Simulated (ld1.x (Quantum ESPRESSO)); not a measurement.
# K, TM: configuration errors across variants

ld1.x (Quantum ESPRESSO) 7.5 input, shortened:

```
&input
   title='K', zed=19., rel=1, dft='PZ', iswitch=3,
   config='[Ar] 3d-2 4s0.75 4p0.25'
 /
 &inputp
   pseudotype=2, tm=.true., lloc=2,
   nlcc=.false.
 /
3
4S  1  0   0.75   0.00  2.90  2.90  0.0
4P  2  1   0.25   0.00  4.20  4.20  0.0
3D  3  2  -2.00   0.05  3.65  3.65  0.0
 &test
   configts(1)='4s0.75 4p0.25'
 /
```

All-electron excitation energies from the reference (eV): (1) 4s1 4p0 -0.399; (2) 4s0.5 4p0 1.311; (3) 4s0 4p1 1.232; (4) 4s0.75 4p0.25 spin -0.125; (5) 4s1 4p0 spin -0.539.

Spin tests fill each open shell by Hund’s rule, majority spin first.

A true bound ghost makes a file unfit for plane-wave use even where its test errors are small: the radial tests pick states by their node count and pass the ghost by.

Errors AE − PS in meV (a dash: test not solved or not reliable):

| change | (1) | (2) | (3) | (4) | (5) | bound ghosts |
| --- | --- | --- | --- | --- | --- | --- |
| base | +2.5 | +6.1 | +36 | +35 | +47 | s |
| wave 4p (bound): rc 4.20 bohr becomes 4p (bound): rc 3.26 bohr | +2.6 | +6.0 | +38 | +35 | +47 | s |
| wave 4p (bound): rc 4.20 bohr becomes 4p (bound): rc 4.04 bohr | +2.5 | +6.1 | +36 | +35 | +47 | s |
| wave 4p (bound): rc 4.20 bohr becomes 4p (bound): rc 4.64 bohr | +2.5 | +6.1 | +36 | +35 | +47 | s |
| wave 4p (bound): rc 4.20 bohr becomes 4p (bound): rc 5.06 bohr | +2.5 | +6.1 | +36 | +35 | +47 | s |
| wave 4p (bound): rc 4.20 bohr becomes 4p (bound): rc 5.60 bohr | +2.5 | +6.1 | +36 | +35 | +47 | s |
| wave 4p (bound): rc 4.20 bohr becomes 4p (bound): rc 6.24 bohr | +2.5 | +5.9 | +35 | +35 | +47 | s |

Task: Give the same row for: wave 4p (bound): rc 4.20 bohr becomes 4p (bound): rc 2.78 bohr.

Result: +3.0, +6.3, +58, +35, +48; bound ghosts: s.
